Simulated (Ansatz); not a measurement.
CH₂BFS (`FC1BS1`), relaxed with RKS PBE0-D4/def2-TZVP in Ansatz 0.2.0 from a PBE-D4/def2-SVP geometry. The force threshold is 0.005 eV/Å; the program also tests the step.

The species carries charge 0 and has multiplicity 1.

Start:

```xyz
6

F     0.594   -0.297   -1.613
C    -0.246   -0.206   -0.542
B     0.209    0.534    0.731
S     0.269   -1.201    0.992
H    -1.290   -0.405   -0.848
H     0.463    1.575    1.280
```

**Question.** By how much does the energy fall, and how many steps does the optimiser take? (Best estimate.)

**Answer.** Ansatz gave: 0.84 kcal/mol, in 6 steps.

**Question.** Which bonds change most? (An estimate is asked.)

**Answer.** Computed: C2–S4 from 1.900 to 1.844 Å; B3–H6 from 1.203 to 1.181 Å; C2–H5 from 1.106 to 1.086 Å; B3–S4 from 1.756 to 1.739 Å.

**Question.** Give the relaxed structure. (An estimate is asked.)

**Answer.** Computed: 
```xyz
6

F     0.590   -0.301   -1.597
C    -0.246   -0.217   -0.524
B     0.205    0.536    0.732
S     0.265   -1.187    0.959
H    -1.271   -0.393   -0.835
H     0.455    1.561    1.263
```
